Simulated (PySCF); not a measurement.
Al(H)(vinyl)(OMe) (C3H7AlO), SMILES C=[CH][AlH][O]C. Atoms are numbered in the order given.

```xyz
12

Al    -0.4209    -0.0775     0.0000
H     -2.0071    -0.1085     0.0000
C      0.5921    -1.7262     0.0000
C     -0.0724    -2.8940     0.0000
H      1.6897    -1.7756     0.0000
H      0.4339    -3.8692     0.0000
H     -1.1708    -2.9367     0.0000
O      0.3935     1.4146     0.0000
C      0.0577     2.7696     0.0000
H      0.4750     3.2730    -0.8907
H      0.4750     3.2730     0.8907
H     -1.0369     2.9386     0.0000
```

Geometry: ωB97X-D3(BJ)/def2-SVP. The structure was generated by enumeration; whether it is a known compound was not checked. Other conformers were not sampled.

Calculation: C-PCM-M06-2X/def2-SVP (PySCF).

The values are the electrostatic part of the solvation free energy, E(continuum) − E(gas) at the gas-phase geometry, in a cavity of scaled van der Waals radii (PySCF's table); cavitation and dispersion terms are not included. A continuum can't describe solvent molecules that bind to the metal. In vacuum the orbital gap is 8.84 eV. The dipole moment in vacuum is 0.30 D.

| solvent | ε | ΔG(elec) (kcal/mol) | dipole (D) | gap (eV) |
|---|---|---|---|---|
| water | 78.36 | -4.3 | 0.41 | 9.00 |
| cyclohexanone | 15.62 | -4.1 | 0.40 | 8.99 |
| N,N-dimethylformamide | 37.22 | -4.2 | 0.41 | 9.00 |
